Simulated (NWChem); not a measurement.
# BH$_{2}$O$_{2}$Br; SMILES OB(O)Br

```xyz
6

B     -0.0103     0.9582     0.0000
Br    -0.0118    -0.9797     0.0000
O     -1.1997     1.5855     0.0000
H     -1.0960     2.5446     0.0000
O      1.1532     1.6481     0.0000
H      1.9332     1.0848     0.0000
```
Atoms are numbered in this order, from 1.

All runs: NWChem. Pople sets run with spherical d functions. Geometry: optimised at PBE0/def2-SVP.

### Question
What does the run give for PBE0/6-311G**? Quantities: highest occupied level (eV); orbital gap (eV); dipole (D).

### Answer
```yaml
highest occupied level (eV): -8.36
orbital gap (eV): 9.27
dipole (D): 2.29
```
